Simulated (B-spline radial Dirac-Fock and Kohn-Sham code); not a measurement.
**Widths and yields of inner-shell holes in Pr⁶⁺**

System: praseodymium as Pr⁶⁺, configuration 1s2 2s2 2p6 3s2 3p6 3d10 4s2 4p6 4d10 4f1 5s2 5p4.

Model: independent-particle rates on relativistic LDA orbitals of the hole state (multipoles up to L = 3, Coulomb Auger matrix elements, transition energies from Dirac-Fock). Program: an atomic code on a B-spline grid.

Partial widths are in eV. Coster-Kronig decay leaves a hole in the same principal shell; its rates are the weakest part of the model, often 1.5 to 2.5 times too large and more for N holes. Holes without an open Auger channel, or with an unreliable SCF state, are not listed.

| hole | radiative | Auger | Coster-Kronig | total | fluorescence yield | lifetime (fs) |
| --- | --- | --- | --- | --- | --- | --- |
| K | 14.5 | 1.32 | 0 | 15.8 | 0.917 | 0.0416 |
| L1 | 0.268 | 1.65 | 1.95 | 3.87 | 0.0692 | 0.170 |
| L2 | 0.446 | 2.49 | 0.619 | 3.55 | 0.126 | 0.185 |
| L3 | 0.417 | 2.89 | 0 | 3.31 | 0.126 | 0.199 |
| M1 | 0.00835 | 0.608 | 6.47 | 7.08 | 0.00118 | 0.0929 |
| M2 | 0.00853 | 0.672 | 4.16 | 4.84 | 0.00176 | 0.136 |
| M3 | 0.00866 | 0.718 | 2.12 | 2.84 | 0.00305 | 0.232 |
| M4 | 0.00115 | 0.793 | 0 | 0.795 | 0.00145 | 0.828 |
| M5 | 0.00104 | 0.810 | 0 | 0.811 | 0.00128 | 0.812 |
| N1 | 0.000259 | 0.0825 | 1.20 | 1.28 | 0.000202 | 0.513 |
| N2 | 0.000538 | 0.0634 | 2.11 | 2.17 | ? | ? |
| N4 | 5.16e-05 | 0.0145 | 0.0760 | 0.0905 | 0.000570 | 7.28 |
| N5 | 4.71e-05 | 0.00557 | 0.0769 | 0.0825 | 0.000571 | 7.98 |

Q: What are the fluorescence yield and the lifetime of the N2 hole?

A: The yield is the radiative width over the total, 0.000248, and the lifetime is ħ/Γ = 0.303 fs.

Values without a named source are computed, but for edge energies of neutral atoms, which are taken from tables.
